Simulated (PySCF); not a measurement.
Job for PySCF: R-B3LYP/6-31G* on BrHSe2 (SMILES [SeH][Se]Br), a point of a torsion scan.

```python
from pyscf import gto, scf, dft, mp
from pyscf.data.elements import chemcore

mol = gto.M(
    atom='''
    Se   -1.37651042    0.48511827    0.41815070
    Se    0.81402097    0.99622638   -0.23616997
    Br    0.85210303    0.29142984   -2.42837014
    H    -1.51941905   -0.66165988   -0.46308362
    ''',
    basis='6-31g*',
    cart=True,
    charge=0, spin=0, verbose=3, max_memory=1800)
mf = dft.RKS(mol, xc='b3lyp')
mf.conv_tol = 1e-8
mf.max_cycle = 100
mf.kernel()
if not mf.converged:
    mf = mf.newton().run(mf.mo_coeff, mf.mo_occ)
```

Output:

```
converged SCF energy = -7377.08736337159
```

The run converged.

Cost: about 10 core-seconds (a rough figure).
